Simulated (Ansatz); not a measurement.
`C#[C][GeH]([F])[F]` + H₂O → `[OH][GeH]([F])[F]` + acetylene  (formal hydrolysis of a Ge–C bond)

Isolated molecules relaxed with PBE0-D4/def2-TZVP in Ansatz; ΔE leaves out vibrations. CCSD(T)/CBS is the MP2 limit (def2-TZVPP, def2-QZVPP) plus CCSD(T) − MP2 in def2-TZVPP, frozen cores. This one scheme is used for every species. DFT in def2-TZVPP. B3LYP here is the variant with VWN-RPA as its local correlation; programs differ in this. For Ge outer-core shells are correlated without core-valence functions, which leaves a few kJ/mol of doubt a bond. Scalar relativity is left out up to krypton. One conformer a species, not always the lowest.

```tsv
level	ΔE (kJ/mol)	difference from CCSD(T)/CBS
revPBE-D4	-27.9	0.9
BLYP-D4	-33.7	-4.9
B3LYP-D4	-33.5	-4.7
B3LYP	-36.3	-7.5
RPA@PBE/def2-TZVPP	-26.7	2.1
MP2/def2-SVP	-39.4	-10.6
CCSD/def2-SVP	-39.6	-10.8
MP2/def2-TZVPP	-28.0	0.8
MP2/def2-QZVPP	-27.9	0.9
HF/CBS(def2)	-41.4	-12.6
CCSD(T)/CBS	-28.8	0
```

Largest T1 diagnostic among the species: 0.013.

Leaving LDA and LC-ωPBE aside and taking each functional with its dispersion term where it has one, the values, not all of them listed here, spread over 9.7 kJ/mol, from CAM-B3LYP-D4 to revPBE-D4. In def2-TZVPP, CCSD(T) changes the Hartree–Fock value by +11.3 kJ/mol (the triples alone add +1.3 kJ/mol) and MP2 by +12.6 kJ/mol.

CCSD(T)/CBS has its own doubt, a few kJ/mol and more with outer-core shells, so smaller differences from it don't rank the levels.
